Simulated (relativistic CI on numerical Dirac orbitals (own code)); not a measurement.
What each ingredient does to the levels of Mn VII

Base calculation: Dirac-Coulomb-Breit CI, KLI orbitals optimised for each configuration, QED by a radiative potential, unscaled Slater integrals.

Configurations in the expansion (outside the closed core [Ne]): 3s2.3p6.3d, 3s2.3p5.3d2, 3s2.3p6.4s, 3s2.3p6.4p, 3s.3p6.3d2, 3s2.3p6.4d, 3s2.3p6.4f, 3s2.3p6.5s, 3s2.3p6.5p, 3s2.3p6.5d, 3s2.3p6.5f, 3s2.3p6.6s, 3s2.3p5.3d.4s, 3s2.3p6.5g, 3s2.3p6.6p, 3s2.3p6.6d, 3s2.3p6.7s, 3s2.3p6.7p, 3s2.3p5.3d.4p, 3s2.3p5.3d.4d, 3s2.3p5.3d.4f, 3s2.3p5.3d.5s, 3s2.3p5.3d.5p, 3s.3p6.3d.4s, 3s2.3p5.3d.5d, 3p6.3d3, 3p5.3d4. Double excitations out of closed p, d and f shells are left out; levels of such configurations are missing from the list, as are those of other unlisted configurations, and high levels can miss mixing partners. These lack a partner that the ground configuration has and come out too high: 3s2.3p5.3d.4s, 3s2.3p5.3d.4p, 3s2.3p5.3d.4d, 3s2.3p5.3d.4f, 3s2.3p5.3d.5s.

Variants: (1) configuration mixing switched off. Shifts of the energy above 3s2.3p6.3d 2D_3/2, in cm⁻¹, for the lowest level and the first level of each name with at least 55 % of one term (blank where a level changes its place among those of its configuration and J or its character, or is not in the variant):

```tsv
Level	Base	Δ(1)	Measured
3s2.3p6.3d 2D_3/2	0	0	0
3s2.3p6.3d 2D_5/2	1286	+12	1350
3s2.3p6.4s 2S_1/2	316045	+3468	318740
3s2.3p5.3d2 4D°_1/2	353353	-2381	
3s2.3p5.3d2 4D°_3/2	354043	-2381	
3s2.3p5.3d2 4D°_5/2	355200	-2381	
3s2.3p5.3d2 4D°_7/2	356876	-2378	
3s2.3p5.3d2 4G°_11/2	374341	-2495	
3s2.3p5.3d2 4G°_9/2	375986	-2497	
3s2.3p5.3d2 4G°_7/2	377857	-2497	
3s2.3p5.3d2 4P°_5/2	378471	-2565	
3s2.3p5.3d2 4G°_5/2	379777	-2492	
3s2.3p5.3d2 4P°_3/2	381059	-2557	
3s2.3p5.3d2 4P°_1/2	382902	-2557	
3s2.3p5.3d2 4F°_3/2	389357	-2488	
3s2.3p5.3d2 4F°_5/2	390176	-2503	
3s2.3p5.3d2 4F°_9/2	390321	-2513	
3s2.3p5.3d2 4F°_7/2	391159	-2507	
3s2.3p6.4p 2P°_1/2	394018	+4736	397650
3s2.3p5.3d2 2D°_5/2	394250	-2490	
3s2.3p5.3d2 2F°_5/2	394861	-2259	
3s2.3p5.3d2 2F°_7/2	397865	-2240
```

At this charge configurations can still be misplaced by up to about 7 % of their energy. 20 of the 25 excited levels that our extract of the measured tables holds in this range could be paired (the sources list more); they are missed by 2850 cm⁻¹ on average and 15802 at most, and levels without a partner can miss by more.

Measured levels: Corliss and Sugar, J. Phys. Chem. Ref. Data 6, 1253 (1977).

Ionisation energy from the two ground configurations alone: base 118.193 eV. The NIST ASD value (measured) is 119.203 eV.

LS names give the leading component of a level, which can be under half, so a name can repeat, a term be missing and a line seem to break the LS rules.
